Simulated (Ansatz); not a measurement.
`CN[SiH2]OC` + `O[SiH]([SiH3])Cl` → `CN[SiH2][SiH3]` + `CO[SiH](O)Cl`  (redistribution)

Computed with Ansatz on PBE0-D4/def2-TZVP structures; ΔE is electronic, products minus reactants. CCSD(T)/CBS is the MP2 limit (def2-TZVPP, def2-QZVPP) plus CCSD(T) − MP2 in def2-TZVPP, frozen cores. Functionals use def2-TZVPP. One conformer a species, not always the lowest.

Task: Is it downhill or uphill in electronic energy at CCSD(T)/CBS, and by how much? (Best estimate.)

Result: The calculation gave: Downhill: ΔE = -0.09 eV.

Task: What do these levels give: PBE0-D4, ωB97X-V, HF/def2-TZVPP, MP2/def2-TZVPP, CCSD(T)/def2-TZVPP, CCSD/CBS(def2)? (Estimate.)

Result: Ansatz gave: PBE0-D4 -0.10, ωB97X-V -0.08, HF/def2-TZVPP -0.10, MP2/def2-TZVPP -0.08, CCSD(T)/def2-TZVPP -0.09, CCSD/CBS(def2) -0.09 eV.

Largest T1 diagnostic among the species: 0.012.
